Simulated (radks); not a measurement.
The numbers below are computed, except where a source is named.
Question: These are the eigenvalues of the occupied orbitals of an atom or ion with whole-number occupations (Ry). Code: a radial shooting solver on a logarithmic mesh with Libxc functionals. Model: scalar-relativistic Kohn-Sham, LDA (Slater exchange, VWN5 correlation), spin-polarised, spherical densities, finite nucleus; Fermi nuclear charge, rms radius of each element as measured or else 0.836 A^(1/3) + 0.57 fm.

orbital  eigenvalue
1s up     -869.9322
1s down   -869.9295
2s up     -119.2819
2s down   -119.1290
2p up     -105.9416
2p down   -105.8240
3s up     -23.51203
3s down   -23.28538
3p up     -19.34422
3p down   -19.12052
3d up     -12.45512
3d down   -12.22413

Which element is it, and in what charge state? The configuration may be excited. Open shells, if any, are filled with parallel spins first.

Answer: Z = 33, arsenic, charge +7: As7+ in [Ar] 3d8. The list shows which subshells hold electrons but not how many an open one holds; the 1s level, -434.97 hartree, gives Z - s = 29.5 by -(Z - s)^2/2, which with screening and relativity narrows Z to a few neighbours, and the depths of the outer levels then fix element, charge and occupations together.
